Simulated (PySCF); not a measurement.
Compound: C₇H₃FN (doublet state).
Numbering: `[N:1]#[C:2][C:3]1=[CH:4][C@H:5]2[CH:6]=[C:7]([F:8])[C:9]12` (hydrogens: H10 on C4; H11 on C5; H12 on C6)

Level of theory: PySCF 2.14.0, UKS B3LYP, pcH-1 on C F H N, non-relativistic, mean-field spin-orbit, GIAO. Geometry: GFN2-xTB; no solvent, vibrations or thermal averaging. The geometry wasn't refined by DFT: couplings that depend on bond lengths, twists or pyramidal angles can differ widely from those at the functional's own minimum. The SCF solution wasn't tested for stability. ⟨S²⟩ is 0.777 where a pure state has 0.75.

(1) Give the principal g shifts and their parts.

(2) At 93.724 GHz, how far is the centre of the isotropic spectrum from where a free electron (g = 2.002319) resonates?

(3) What effective moment and Curie constant follow for a powder?

(4) In a frozen sample, at which fields do the three g values resonate at 9.5, 34, 94 and 263 GHz (hyperfine left aside), and which band first spreads them over more than twice a line width of 0.3 mT?

Answers

(1) 
| Δg (ppm) | 1 | 2 | 3 |
| --- | --- | --- | --- |
| relativistic mass correction | -140 | -140 | -140 |
| gauge correction | 26 | 21 | 1 |
| orbital Zeeman/spin–orbit | -135 | 286 | 542 |
| total | -249 | 167 | 403 |

So g = 2.00207, 2.00249, 2.00272 and g_iso = 2.00243; the tensor is rhombic: the two nearest values differ by 36 % of g3 − g1. 

(2) B = hν/(g μB) with μB/h = 13.99624 MHz/mT gives 3344.31 mT for the free electron and 3344.13 mT at g_iso, 0.18 mT lower.

(3) With the mean of g² = 4.0097 and S(S+1) = 0.75: μ_eff = √(⟨g²⟩S(S+1)) = 1.734 μB and χT = 0.12505·⟨g²⟩·S(S+1) = 0.376 cm³ K/mol (cgs; spin-Hamiltonian part alone).

(4) 
```tsv
band	GHz	B(g3) mT	B(g2) mT	B(g1) mT	spread mT
X	9.5	338.92	338.96	339.03	0.11
Q	34.0	1212.96	1213.10	1213.36	0.40
W	94.0	3353.48	3353.87	3354.57	1.09
J	263.0	9382.61	9383.71	9385.66	3.06
```

The spread grows in proportion to the frequency. W band is the first where it exceeds 0.6 mT.

The Mulliken spin populations are largest on C9 (+0.76), C4 (+0.31), C6 (+0.29) and C3 (-0.16). Three atoms exceed +0.15. The positive populations add up to 1.39 and the negative ones to -0.39, together 2S = 1. The angles at C9 add up to 302.1°, so it is pyramidal.

The HOMO–LUMO gaps are 4.69 eV among the α and 3.91 eV among the β orbitals.
